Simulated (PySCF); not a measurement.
Isomers of C10H16, from PySCF 2.14.0, PBE0-D3(BJ)/def2-SVP geometry optimisation, gas phase. One conformer each, no zero-point energy, no frequencies.

**Question.** Which is lower in electronic energy at this level?
A. `CC1=CC[C@@H]2C[C@H]1C2(C)C` (alpha-pinene): A = 1950, B = 1235, C = 1134 MHz, dipole 0.19 D
B. `[CH2:1]1[CH2:2][CH:3]([C@@H:4]2[CH2:5][C:6]23[CH2:7][CH2:8][CH2:9]3)[CH2:10]1` with C2–C3–C4–C5 -92°, C10–C1–C2–C3 19°, C1–C2–C3–C4 -142°, C3–C4–C5–C6 -110°, C4–C5–C6–C7 116°: A = 2939, B = 759.1, C = 683.4 MHz, dipole 0.14 D

**Answer.** A. That is `C1(C)(C)[C@@H]2C[C@H]1CC=C2C` (alpha-pinene), 28.2 kcal/mol below the other.

```tsv
SMILES	mapped SMILES	E (Eh)	relative (kcal/mol)	relative (kJ/mol)	dipole (D)
CC1=CC[C@@H]2C[C@H]1C2(C)C	[CH3:1][C:2]1=[CH:3][CH2:4][C@@H:5]2[CH2:6][C@H:7]1[C:8]2([CH3:9])[CH3:10]	-389.94150	0.0	0.0	0.19
C1CC([C@@H]2CC23CCC3)C1	[CH2:1]1[CH2:2][CH:3]([C@@H:4]2[CH2:5][C:6]23[CH2:7][CH2:8][CH2:9]3)[CH2:10]1	-389.89651	28.2	118.1	0.14
```

As drawn, the lower has a C=C bond outside aromatic rings, which the higher lacks; the higher has a three-membered ring, which the lower lacks.
